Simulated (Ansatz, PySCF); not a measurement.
Species: BiH₅, net charge 0, singlet state. 
Structure (B3LYP-D3(BJ)/def2-TZVP (Ansatz, a program for electronic structure) minimum search):
SMILES: [BiH5]
```xyz
6

Bi     0.0000     0.0000     0.0000
H     -0.0012    -0.0176     1.8660
H      0.0012     0.0176    -1.8660
H      1.7992    -0.0010     0.0011
H     -0.8988     1.5586     0.0141
H     -0.9004    -1.5576    -0.0153
```
Charge 0, spin multiplicity 1.

Wanted: vertical ionisation energy (to the doublet state of charge +1; each state is the SCF solution reached for its spin; the molecule has degenerate orbitals, so one determinant may break the symmetry; the UHF <S^2> is 0.85 for the doublet (pure: 0.75)), in eV. Correlated levels leave the core frozen unless marked. Open shells are spin-unrestricted. Spin-orbit coupling is left out. The frozen core is the preceding noble-gas configuration, with the filled d and f shells of earlier blocks. Past Kr the def2 sets carry scalar-relativistic core potentials. CBS marks a two-point X^-3 extrapolation of the correlation energy; Hartree-Fock from the larger set. The bracket is a focal-point correction in the basis named.

```
level                                                          program  vertical ionisation energy (eV)  minus last row
-------------------------------------------------------------  -------  -------------------------------  --------------
HF/def2-QZVPPD                                                  Ansatz                             7.56           -0.88
PBE0/def2-TZVPD                                                 Ansatz                             8.18           -0.26
M06-2X/def2-TZVPD                                                PySCF                             8.22           -0.22
MP2/def2-TZVPPD                                                 Ansatz                             8.33           -0.11
RI-MP2/CBS(def2-TZVPPD,def2-QZVPPD)                             Ansatz                             8.40           -0.04
SCS-MP2/def2-SVPD                                               Ansatz                             8.30           -0.14
CCSD/def2-TZVPPD                                                Ansatz                             8.36           -0.08
CCSD(T)/def2-SVPD                                               Ansatz                             8.23           -0.21
RI-MP2/CBS(def2-TZVPPD,def2-QZVPPD)+[CCSD(T)-MP2]/def2-SVPD     Ansatz                             8.46            0.02
RI-MP2/CBS(def2-TZVPPD,def2-QZVPPD)+[CCSD(T)-MP2]/def2-TZVPPD   Ansatz                             8.44            0.00
```

For comparison, minus the highest occupied orbital energy (PySCF): 8.49 eV at HF/def2-TZVPD, 6.72 eV at MN15/def2-TZVPD, 6.29 eV at PW6B95/def2-TZVPD.
